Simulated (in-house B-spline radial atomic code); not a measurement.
Inner levels of rubidium as electrons are removed. A shift is the extra binding of the orbital against the neutral atom ([Kr] 5s1). The density at the nucleus is averaged over the nuclear charge. Computed with a radial B-spline atomic code at the basis-set limit: Dirac-Hartree-Fock, average of the configuration, finite nuclei.

```tsv
ion	configuration	shift of 1s1/2 (eV)	radius of 1s1/2 (bohr)	Σ<r²> (bohr²)	change of density at nucleus (bohr⁻³)
Rb22+	[Ne] 3s2 3p3	961.78	0.04027	1.3421	338.47
Rb23+	[Ne] 3s2 3p2	1040.45	0.040264	1.1075	386.15
Rb24+	[Ne] 3s2 3p1	1120.98	0.040257	0.8829	435.29
Rb25+	[Ne] 3s2	1203.34	0.040249	0.66782	485.92
Rb26+	[Ne] 3s1	1282.7	0.040247	0.45126	-93.356
Rb27+	[He] 2s2 2p6	1363.53	0.040244	0.24228	-699.19
Rb28+	[He] 2s2 2p5	1565.87	0.040205	0.20944	-557.21
Rb29+	[He] 2s2 2p4	1772.57	0.040165	0.17823	-411.54
Rb30+	[He] 2s2 2p3	1983.64	0.040123	0.14857	-262.2
Rb31+	[He] 2s2 2p2	2199.05	0.04008	0.12035	-109.17
Rb32+	[He] 2s2 2p1	2418.79	0.040034	0.093502	47.529
Rb33+	[He] 2s2	2642.84	0.039987	0.067935	207.9
Rb34+	[He] 2s1	2839.91	0.039982	0.035597	-2626.25
Rb35+	1s2	3039.74	0.039957	0.0042898	-5564.51
Rb36+	1s1	3681.87	0.039537	0.0020975	-29138.3
```
